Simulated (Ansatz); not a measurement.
Job for Ansatz (an electronic-structure program): R-B3LYP/def2-TZVPP on BH3O2 (SMILES OBO), a point of a torsion scan.

Ansatz 0.2 input:
```yaml
crystal:
  periodic: [false, false, false]
  atoms:
    - {symbol: O, position_ang: [-1.26081711, -0.22849429, -0.38687545]}
    - {symbol: B, position_ang: [-0.17367854, 0.50699946, -0.10484345]}
    - {symbol: O, position_ang: [0.66966830, 0.09955530, 0.87492272]}
    - {symbol: H, position_ang: [-1.62002328, -0.72703283, 0.34742351]}
    - {symbol: H, position_ang: [0.07853577, 1.39430903, -0.83747904]}
    - {symbol: H, position_ang: [1.46022728, 0.61771121, 1.00728215]}
basis:
  gaussian:
    orbitals: def2-TZVPP
hamiltonian:
  xc: {name: B3LYP}
scf: {lower_state_search: off}
```

Problem. Predict the final total energy.

Solution. -177.2891 hartree.
